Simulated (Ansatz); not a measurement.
Reaction (SMILES): CCCCC=O → [CH3] (CH3) + [CH2]CCC=O (the C-C bond at the site shown breaks; other sites are not compared here)
Structures are relaxed separately at B3LYP-D3(BJ)/def2-TZVP in Ansatz (an electronic-structure program), one conformer each, not searched for the lowest.

Property: bond dissociation energy (electronic energy difference), in kcal/mol. Correlated levels leave the core frozen unless marked. UHF or UKS for open shells. No spin-orbit coupling. Non-relativistic. CBS(X,Y): correlation extrapolated as X^-3; Hartree-Fock from the larger set. [CCSD(T)-MP2]/basis is that difference in the basis named.

```
level                                                     program  bond dissociation energy (kcal/mol)  minus last row
-------------------------------------------------  --------------  -----------------------------------  --------------
HF/6-31G                                                   Ansatz                                 63.6           -33.1
PBE/def2-TZVPD                                             Ansatz                                 93.3            -3.4
PBE-D3(BJ)/def2-TZVPD                              Ansatz + dftd3                                 95.0            -1.7
BLYP-D3(BJ)/def2-TZVPD                             Ansatz + dftd3                                 89.9            -6.8
BLYP-D4/def2-TZVPD                                 Ansatz + dftd4                                 90.0            -6.7
revPBE-D4/def2-TZVPD                               Ansatz + dftd4                                 92.2            -4.5
PBE0/STO-3G                                                Ansatz                                124.0            27.3
BHLYP-D3(BJ)/def2-TZVPD                            Ansatz + dftd3                                 89.1            -7.6
r2SCANh-D4/def2-TZVPD                              Ansatz + dftd4                                 87.3            -9.4
HSE06-D4/def2-TZVPD                                Ansatz + dftd4                                 93.9            -2.8
HSE06/def2-TZVPD                                           Ansatz                                 92.6            -4.1
LC-wPBE-D4/def2-TZVPD                              Ansatz + dftd4                                 93.6            -3.1
wB97X-V/def2-TZVPD                                         Ansatz                                 97.0             0.3
B2PLYP-D3(BJ)/def2-TZVPD                           Ansatz + dftd3                                 93.2            -3.5
RPA@PBE/cc-pVTZ                                            Ansatz                                 93.9            -2.8
MP2/cc-pVDZ                                                Ansatz                                 98.0             1.3
SCS-MP2/6-31G*                                             Ansatz                                 96.8             0.1
SCS-MP2/cc-pVDZ                                            Ansatz                                 96.4            -0.3
CCSD(T)/6-31G                                              Ansatz                                 86.3           -10.4
CCSD(T)/cc-pVDZ                                            Ansatz                                 93.9            -2.8
RI-MP2/CBS(cc-pVTZ,cc-pVQZ)+[CCSD(T)-MP2]/cc-pVTZ          Ansatz                                 96.7             0.0
```
